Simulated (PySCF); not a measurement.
Vertical excitations of a molecule C4F6 from TDA-LC-ωPBE/def2-SVPD (PySCF 2.14.0), as energy in eV (oscillator strength): 7.57 (0.000), 7.73 (0.028), 8.30 (0.383), 9.04 (0.004), 9.67 (0.014), 9.77 (0.000). Lowest triplet (TDA): 4.49 eV. Coordinates come from a B3LYP-D3(BJ)/def2-SVP optimisation. The values are those of a single conformer.

Q: Pick the molecule that these values belong to.
(A) FC(F)(F)C#CC(F)(F)F
(B) FC1=C(F)C(F)(F)C1(F)F
(C) FC(F)=C(F)C(F)=C(F)F

A: B, FC1=C(F)C(F)(F)C1(F)F
